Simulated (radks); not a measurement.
Dynamic dipole polarisability and lines of the boron ion B+, [He] 2s2. All-electron calculation, scalar-relativistic Kohn-Sham, exchange-only LDA, spin-polarised, spherical densities, finite nucleus; Fermi nuclear charge, rms radius of each element as measured or else 0.836 A^(1/3) + 0.57 fm. Program: a radial shooting solver on a logarithmic mesh with Libxc functionals. Time-dependent linear response with the Hartree and adiabatic exchange-only LDA kernel, continuum included through the Sternheimer equations, no spin-orbit coupling, so fine structure and intercombination lines are absent. Lines are the poles of the dipole polarisability below minus the highest occupied eigenvalue, found on a grid refined at the orbital gaps; the lowest seven at most are given, and weak or close lines can be missed. The first line takes the name of the lowest orbital gap if no other gap lies below it; otherwise a line is named after a gap within 0.6 % of it, if that gap stands alone.

| photon energy (eV) | alpha (bohr^3) |
|---|---|
| 0 | 10.94 |
| 0.298 | 10.95 |
| 1.490 | 11.26 |
| 2.682 | 12.07 |
| 3.875 | 13.61 |
| 5.067 | 16.55 |
| 6.259 | 22.93 |
| 7.451 | 44.11 |
| 8.643 | -350.0 |
| 9.835 | -29.60 |
| 11.027 | -13.97 |
| 12.220 | -8.355 |
| 13.412 | -5.291 |
| 14.604 | -2.550 |
| 15.796 | -5.107 |

Lines (eV, oscillator strength): 8.521 (145.5 nm, 2s-2p), f = 0.997; 15.343 (80.81 nm, 2s-3p), f = 0.0466. Higher lines, where found, are left out when the end of the mesh affects them. Those listed give 94 % of the static polarisability (sum of f/w^2). Orbital energy gaps for comparison: 2s-2p 5.924 eV; 2s-3p 15.366 eV. At laser wavelengths: 1550 nm 11.03, 1064 nm 11.13, 780 nm 11.31, 532 nm 11.77, 355 nm 13.01, 266 nm 15.32, 193 nm 24.42 bohr^3. Measured terms reached by dipole lines (averaged over J; NIST Handbook of Basic Atomic Spectroscopic Data, eV): 2s-2p 9.100; 2s-3p 17.866; those above the model threshold have no computed partner.
